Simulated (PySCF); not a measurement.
[Mn(H2O)6]3+: what the settings change

[Mn(H2O)6]3+: Mn(III) (d4), charge +3. The structure is a PBE0-D3(BJ)/def2-SVP, IEF-PCM water geometry optimised for multiplicity 5; coordination octahedral, point group Cs, metal–donor distances 1.92–2.10 Å.

```
19

Mn    0.0000    0.0000    0.0000
O    -0.0010    0.0000    2.1020
H     0.7826    0.0000    2.6718
H    -0.7811    0.0000    2.6769
O    -0.0034    0.0000   -2.1005
H     0.7779    0.0000   -2.6741
H    -0.7864    0.0000   -2.6718
O     1.9308    0.0000    0.0008
H     2.4845    0.7992   -0.0278
H     2.4845   -0.7992   -0.0278
O    -1.9310    0.0000   -0.0014
H    -2.4851    0.7994    0.0070
H    -2.4851   -0.7994    0.0070
O    -0.0001    1.9203    0.0044
H    -0.0082    2.4685    0.8090
H    -0.0106    2.4749   -0.7955
O    -0.0001   -1.9203    0.0044
H    -0.0082   -2.4685    0.8090
H    -0.0106   -2.4749   -0.7955
```

Method (PySCF 2.14, density fitting): CASSCF(4,5) with orbitals averaged over all microstates of the shell, strongly contracted NEVPT2 on the averaged canonical orbitals; basis x2c-TZVPall on the metal, x2c-SVPall elsewhere; spin-free X2C; IEF-PCM water; spin-orbit coupling by state interaction with the mean-field operator over all roots.

Base run: NEVPT2 ground state 5A' (from 5Eg), next 5A' (from 5Eg) at 7261, then 3A'' (from 3T1g) at 10196 cm⁻¹, 10Dq(CASSCF) 13498, B(CASSCF) 1114, ζ 342 cm⁻¹, D -4.13 cm⁻¹, g 1.971 1.994 1.995, μeff(300 K) 4.88 μB.

What happens with the basis x2c-TZVPall on all atoms?

NEVPT2 ground state 5A' (from 5Eg), next 5A' (from 5Eg) at 7332, then 3A'' (from 3T1g) at 10514 cm⁻¹, 10Dq(CASSCF) 13372, B(CASSCF) 1115, ζ 342 cm⁻¹, D -4.08 cm⁻¹, g 1.970 1.994 1.995, μeff(300 K) 4.87 μB. It took 49 s against 23 s on a shared host of the same kind.

What happens with orbitals averaged over the highest spin alone?

NEVPT2 ground state 5A' (from 5Eg), next 5A' (from 5Eg) at 7106, then 3A'' (from 3T1g) at 10946 cm⁻¹, 10Dq(CASSCF) 13459, B(CASSCF) 1149, ζ 353 cm⁻¹, D -4.23 cm⁻¹, g 1.968 1.994 1.994, μeff(300 K) 4.87 μB.

NEVPT2 lifts 5A'' (from 5T2g) from 16297 to 19301 cm⁻¹; on the d shell alone it tends to overshoot states that fill the eg-type orbitals. NEVPT2 on the d shell alone tends to put d–d bands too high for such charged or covalently bound ions.
